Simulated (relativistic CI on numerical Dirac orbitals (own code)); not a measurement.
## Fe⁴⁺ in a cubic cluster: 3s photoemission with charge transfer

Computed with a charge-transfer multiplet model of a cubic metal-ligand cluster with up to 2 ligand holes, Slater and spin-orbit integrals from Dirac-Coulomb-Breit ions, Slater integrals scaled by 0.7. The ground state mixes d4 with configurations of k ligand holes L, whose averages lie at kΔ + k(k − 1)U_dd/2; a core hole lowers each added d electron by U_cd. 20 K, Lorentzian 1.4 eV and Gaussian 0.8 eV FWHM.

Atomic integrals in eV (Slater integrals scaled, ζ unscaled), ground: F2dd 9.078, F4dd 5.706, zeta_d 0.064; with the core hole: F2dd 9.724, F4dd 6.140, zeta_d 0.072, G2cd 9.413.

Cluster parameters (eV): U_dd = 6.2, U_cd = 7.4, 10Dq = 0.65, 10Dq(ligand) = 0.1, V(eg) = 1.8, V(t2g) = -0.81, final-state hopping factor = 1.

Weights, n_d and S are thermal averages at 20 K. Binding energies count from the first peak over 30 % of the highest in each spectrum, which can be another peak from case to case. The parameters are a model scan and need not match a compound or its usual spin state. Peaks in eV (height, largest 100): 0.0 (100), 7.4 (22), 10.3 (69), 17.0 (14), 23.7 (6).

Question: Which parameters give this spectrum?
A. Δ = 4.5 eV
B. Δ = 0.5 eV
C. Δ = 1.5 eV

Answer: B. Δ = 0.5 eV; the ground state then has 4.74 d electrons and S = 2.00. The choice follows from running the model for each set and comparing peak positions and heights. Without intra-shell correlation the exchange splitting of the 3s hole comes out too large. The space is cut while the next configuration still counts.
